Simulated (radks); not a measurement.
Results of a calculation; reference values are marked as such.
Question: The mean radii <r> (bohr) of the occupied orbitals of an atom or ion are listed with their occupations. Code: a radial shooting solver on a logarithmic mesh with Libxc functionals. Model: scalar-relativistic Kohn-Sham, BLYP, spin-polarised, spherical densities, finite nucleus; Fermi nuclear charge, rms radius of each element as measured or else 0.836 A^(1/3) + 0.57 fm.

orbital  occ.      <r>
1s down     1  0.02001
1s up       1  0.02001
2s up       1  0.08489
2s down     1  0.08488
2p up       3  0.07541
2p down     3  0.07541
3s up       1   0.2210
3s down     1   0.2210
3p up       3   0.2204
3p down     3   0.2203
3d up       5   0.1999
3d down     5   0.1998
4s up       1   0.4968
4s down     1   0.4970
4p up       3   0.5267
4p down     3   0.5270
4d up       5   0.5675
4d down     5   0.5682
5s up       1    1.179
5s down     1    1.186
5p up       3    1.359
5p down     3    1.369
4f up       7   0.7078
4f down     4   0.7176

Name the element and its charge. Open shells, if any, are filled with parallel spins first.

Answer: Z = 69, thulium, charge +4: Tm4+ in [Xe] 4f11. The 1s radius gives Z: for a bare nucleus <r> = (2 gamma + 1)/(2Z) with gamma = sqrt(1 - (Z/c)^2), 0.01977 bohr for Z = 69, and screening makes it slightly larger (0.02001 here). The occupations add up to 65, and the charge is Z minus that.
